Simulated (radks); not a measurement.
Valence configurations of the arsenic ion As2+ (all share [Ar]). Calculated with a radial shooting solver on a logarithmic mesh with Libxc functionals: Dirac Kohn-Sham, LDA (Slater exchange, Perdew-Wang correlation), spin-unpolarised, spherical densities, point nucleus; open shells fill j = l - 1/2 first. Order these by energy: 3d9.5 4s2 4p1.5; 3d10 4p3; 3d8.5 4s2 4p2.5; 3d10 4s2 4p1; 3d10 4s1 4p2; 3d9 4s2 4p2; 3d8 4s2 4p3; 3d10 4s1.5 4p1.5; 3d9.5 4s1 4p2.5.

Answer. From the lowest, in eV above it: 3d10 4s2 4p1 0.000; 3d10 4s1.5 4p1.5 5.282; 3d10 4s1 4p2 10.597; 3d9.5 4s2 4p1.5 20.454; 3d10 4p3 21.764; 3d9.5 4s1 4p2.5 31.672; 3d9 4s2 4p2 43.197; 3d8.5 4s2 4p2.5 68.569; 3d8 4s2 4p3 96.418. NIST lists [Ar] 3d10 4s2 4p1 as the ground configuration; this level of theory agrees among the configurations tried. The energies are those of spherical spin-averaged densities, not of single terms.
